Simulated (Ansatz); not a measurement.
Isolated molecules relaxed with PBE0-D4/def2-TZVP in Ansatz; ΔE leaves out vibrations. CCSD(T)/CBS is the MP2 limit (def2-TZVPP, def2-QZVPP) plus CCSD(T) − MP2 in def2-TZVPP, frozen cores. Functionals use def2-TZVPP. HSE06 is defined as in plane-wave codes. Elements past krypton have def2 core potentials. For Sn outer-core shells are correlated without core-valence functions, which leaves a few kJ/mol of doubt a bond.

Consider the cleavage of the Si–Sn bond: `[F][Sn]([F])([F])[SiH3]` + `O[SiH3]` → `[SiH3]O[SiH3]` + `[F][SnH]([F])[F]`.

CCSD(T)/CBS gives -13.0 kcal/mol.

(1) Another level gave -16.0 kcal/mol. Which?
A. HSE06/def2-TZVPP
B. SCS-MP2/def2-TZVPP
C. r2SCAN0-D4/def2-TZVPP
D. LDA (SPW92)/def2-TZVPP

Largest T1 diagnostic among the species: 0.015.

Answers

(1) B. SCS-MP2/def2-TZVPP -16.0, HSE06 -9.8, r2SCAN0-D4 -13.0, LDA (SPW92) -8.4 kcal/mol.

In def2-TZVPP, CCSD(T) changes the Hartree–Fock value by +5.7 kcal/mol (the triples alone add +0.8 kcal/mol) and MP2 by +5.5 kcal/mol. Leaving LDA and LC-ωPBE aside and taking each functional with its dispersion term where it has one, the values, not all of them listed here, spread over 7.9 kcal/mol, from BHLYP-D4 to PBE-D4. LDA lies −1.0 kcal/mol from PBE without D4. From BLYP to BHLYP (50 % exact exchange), in def2-TZVPP and without D4, ΔE moves by −5.2 kcal/mol.
